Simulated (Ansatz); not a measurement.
Total energies of `[NH2][Ta]([NH2])(=[O])[Cl]`.

```csv
atom,x (Å),y (Å),z (Å)
N1,1.0210,1.1115,0.7864
Ta2,-0.2947,-0.3223,0.4610
N3,-0.5096,-0.7059,-1.4623
O4,0.3575,-1.7416,1.1641
Cl5,-2.3523,0.2544,1.3955
H6,0.9743,2.0486,0.4124
H7,1.8796,0.9862,1.3019
H8,-0.2934,-1.5938,-1.8905
H9,-0.7824,-0.0372,-2.1686
```

Charge 0, multiplicity 1. Correlated methods include outer-core shells of Ta, which these sets cover unevenly. Ta: def2 effective core potential. The geometry is a stationary point of PBE0-D4/def2-TZVP. It is one conformer, not always the lowest. Basis def2-TZVPP, Ansatz 0.2.0.

RPA on PBE orbitals: Hartree–Fock energy of these orbitals -702.22122 Eh, correlation -1.91857 Eh (frozen core).

| functional | energy without D4 (Eh) | D4 term (kJ/mol) |
| --- | --- | --- |
| BLYP | -704.63817 | -43.9 |
| B97M-V | -704.53699 | – |
| PBE0 | -704.31844 | -18.2 |
| r2SCANh | -704.56358 | -5.6 |
| r2SCAN0 | -704.50700 | -6.3 |
| HSE06 (plane-wave form) | -704.30106 | -17.3 |
| LC-ωPBE | -704.46546 | – |
| ωB97X-V | -704.52667 | – |
| B2PLYP | -704.32703 | – |
| PBE-QIDH | -704.12375 | – |

**Question.** Give the same for LDA (SPW92), PBE, revPBE, r2SCAN, B3LYP, BHLYP, CAM-B3LYP, ωB97M-V. (Estimate.)

**Answer.** Ansatz gave: 
```tsv
functional	energy without D4 (Eh)	D4 term (kJ/mol)
LDA (SPW92)	-701.66494	–
PBE	-704.33403	-21.1
revPBE	-704.61750	-51.3
r2SCAN	-704.60250	-5.2
B3LYP	-704.72986	-34.0
BHLYP	-704.45671	-29.8
CAM-B3LYP	-704.58536	-18.9
ωB97M-V	-704.51576	–
```

B3LYP takes the VWN-RPA correlation (the form of Gaussian; ORCA's B3LYP/G). HSE06 is the plane-wave form, built on full-range PBE exchange. The double hybrids freeze the cores in their second-order part.

LC-ωPBE has ω = 0.4 bohr⁻¹.
